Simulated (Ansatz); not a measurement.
Sn(H)2(SiH3)2 (H8Si2Sn), SMILES [SiH3][SnH2][SiH3].

Geometry: PBE0-D3(BJ)/def2-SVP. The structure was generated by enumeration; whether it is a known compound was not checked. The def2 effective core potentials stand for the cores of Sn; spin–orbit coupling is left out.

Two levels are set side by side: PBE/def2-SVPD (Ansatz, a quantum-chemistry and plane-wave program) and PBE0/def2-SVPD (Ansatz). Energy differences of separate SCF runs at the same geometry; the states with an electron removed or added have multiplicity 2 and 2. Differences are taken from unrounded values.

```tsv
quantity	PBE0	PBE	PBE minus PBE0
vertical ionisation energy (eV)	9.41	9.24	-0.18
vertical singlet–triplet gap (eV)	5.45	5.17	-0.28
```
